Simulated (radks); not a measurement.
Question: Gd, 64 electrons, occupied as [Xe] 4f7 5d1 6s2 (the NIST ground configuration). Calculated with a radial shooting solver on a logarithmic mesh with Libxc functionals: scalar-relativistic Kohn-Sham, LDA (Slater exchange, Perdew-Wang correlation), spin-polarised, spherical densities, point nucleus; open shells are filled with parallel spins first (spin-orbit coupling, left out, can overturn this in heavy ions); hard spherical wall at 3 bohr. Some entries of the table are withheld. Estimate them.

orbital,occ.,eigenvalue (hartree),<r> (bohr),r(max) (bohr)
1s down,1,-1838.628,0.02192,0.01393
1s up,1,-1838.628,0.02192,0.01393
2s up,1,-302.8555,0.09334,0.07907
2s down,1,-302.8496,0.09334,0.07907
2p up,3,-269.5180,0.08240,0.06396
2p down,3,-269.5136,0.08239,0.06396
3s up,1,-66.47512,0.2448,0.2245
3s down,1,-66.37798,0.2446,0.2244
3p up,3,-56.14824,0.2433,0.2203
3p down,3,-56.05180,0.2431,0.2202
3d up,5,-42.47465,0.2214,0.1800
3d down,5,-42.39848,0.2212,0.1799
4s up,1,-12.77679,0.5536,0.5159
4s down,1,-12.56021,0.5536,0.5157
4p up,3,-9.37320,0.5862,0.5385
4p down,3,-9.15883,0.5865,0.5383
4d up,5,-4.66636,0.6381,0.5594
4d down,5,-4.45597,0.6393,0.5592
5s up,1,-1.17383,1.332,1.206
5s down,1,-1.04989,1.347,1.216
5p up,3,-0.34498,1.489,1.369
5p down,3,-0.24030,1.507,1.387
4f up,7,0.40243,0.8607,0.5695
4f down,0,0.59052,0.8889,0.5726
5d up,1,0.76666,1.715,1.713
5d down,0,0.84735,1.731,1.739
6s up,1,1.52449,1.871,2.203
6s down,1,1.60004,1.869,2.212
5f up,0,2.06141,1.801,2.070
5f down,0,2.14073,1.790,2.087
6p up,0,2.16311,1.833,2.281
6p down,0,2.24316,1.829,2.289
7s up,0,(1),1.780,2.534
7s down,0,(2),1.777,2.537

Answer: 
(1) 7s up eigenvalue (hartree): 5.38882
(2) 7s down eigenvalue (hartree): 5.47499
